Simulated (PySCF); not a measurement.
CH₆BNO. Atoms are numbered in the order given.

```xyz
10

B      0.6059     0.8346     0.0000
H      1.6540     1.4392     0.0000
N      0.6425    -0.5746     0.0000
C     -0.4572    -1.5000     0.0000
H      1.5561    -1.0094     0.0000
H     -0.4622    -2.1519    -0.8913
H     -0.4622    -2.1519     0.8913
H     -1.4169    -0.9603     0.0000
O     -0.5385     1.5786     0.0000
H     -1.3449     1.0543     0.0000
```

The structure is a stationary point at PBE0-D3(BJ)/def2-SVP. The values are those of a single conformer.

Calculation: PySCF with PBE0-D3(BJ)/def2-SVP.

Frequencies are harmonic and unscaled.

```csv
mode,ν (cm⁻¹),IR (km/mol),Raman (Å⁴/amu),depolarisation,moving atoms (share of kinetic energy)
1,76,1.1,0.3,0.75,H 95 %
2,249,3.9,2.5,0.75,"H 51 %, N 31 %, B 13 %"
3,254,3.9,0.6,0.38,"O 34 %, C 31 %, H 26 %"
4,541,191.0,0.4,0.75,"H 80 %, N 9 %"
5,596,18.1,1.2,0.63,"H 34 %, N 31 %, B 21 %, O 11 %"
6,598,6.1,1.4,0.75,"H 77 %, B 13 %, O 8 %"
7,905,30.3,1.0,0.75,"H 67 %, B 29 %"
8,916,18.7,10.6,0.28,"H 32 %, C 20 %, B 18 %, N 16 %, O 13 %"
9,1013,59.8,0.2,0.39,"H 81 %, O 11 %"
10,1102,39.5,2.7,0.71,"H 70 %, C 12 %, O 10 %"
11,1140,0.1,1.1,0.75,"H 74 %, C 20 %"
12,1154,34.0,5.7,0.46,"H 68 %, B 16 %, O 10 %"
13,1225,40.3,5.8,0.59,"H 39 %, N 28 %, C 20 %, B 10 %"
14,1413,143.0,1.4,0.43,"H 57 %, B 28 %"
15,1458,5.0,18.6,0.75,H 97 %
16,1462,30.8,11.0,0.42,"H 73 %, C 16 %"
17,1484,27.1,16.4,0.70,"H 81 %, B 12 %"
18,1561,279.6,6.2,0.60,"N 34 %, H 33 %, B 29 %"
19,2619,171.8,102.5,0.21,"H 91 %, B 9 %"
20,3026,55.1,179.1,0.03,H 97 %
21,3096,29.8,114.5,0.75,"H 90 %, C 10 %"
22,3133,30.7,53.6,0.74,"H 91 %, C 9 %"
23,3669,29.5,78.4,0.24,H 93 %
24,3906,26.7,70.6,0.23,H 94 %
```
